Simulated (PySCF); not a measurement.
HBiO: from structure and modes to constants

Level of theory: PySCF, PBE0, basis Bi def2-TZVP with ECP60, O def2-TZVP, H def2-TZVP (scalar-relativistic core potentials, no spin–orbit coupling, density fitting).

The singlet minimum has Cs symmetry. Masses (u): Bi 208.98038, O 15.99492, H 1.00782.

```xyz
3
charge 0 multiplicity 1, angstrom
Bi    0.0955    0.0000   -0.0921
O    -1.3411    0.0000    1.1524
H     1.4883    0.0000    1.0937
```

Harmonic wavenumbers (cm⁻¹): 640.8 (a', ×1), 783.9 (a', ×1), 1703.8 (a', ×1).

Problem. Find the principal moments of inertia and the rotational constants. What kind of rotor is it?

Solution. About the centre of mass I = 3.2697, 53.855, 57.124 u Å². With B = 16.8576/I this gives 5.156, 0.313, 0.2951 cm⁻¹. The molecule is an asymmetric top with κ = -0.99.

Problem. What is the harmonic zero-point energy?

Solution. Half the sum of all 3 wavenumbers, 3128/2 = 1564 cm⁻¹, which is 18.7 kJ/mol (1 cm⁻¹ = 0.0119627 kJ/mol).

Problem. Find the vibrational entropy and heat capacity at 298.15 K.

Solution. With u = 1.43878 ω/T, each mode gives S = R[u/(eᵘ−1) − ln(1−e⁻ᵘ)] and C = R u² eᵘ/(eᵘ−1)².
```json
{"ω (cm⁻¹)": "640.8", "u": "3.092", "S (J/(mol K))": "1.61", "C (J/(mol K))": "3.96"}
{"ω (cm⁻¹)": "783.9", "u": "3.783", "S (J/(mol K))": "0.92", "C (J/(mol K))": "2.84"}
{"ω (cm⁻¹)": "1703.8", "u": "8.222", "S (J/(mol K))": "0.02", "C (J/(mol K))": "0.15"}
```
The sums over all modes are S = 2.6 and C = 6.9 J/(mol K); the softest mode gives 63 % of the entropy.

Problem. Give the standard entropy (298.15 K, 1 bar) by its translational, rotational, vibrational and spin parts, and Cp.

Solution. Sackur–Tetrode with M = 225.98 u gives 176.5; rotation with symmetry number 1 gives 86.8; vibration 2.6; spin R ln 1 = 0.0. The total is 265.8 J/(mol K), and Cp = 4 R + 6.9 = 40.2 J/(mol K).

Only a few start shapes were tried, so a lower isomer may exist. No spin–orbit coupling is included, which matters more the heavier the element.
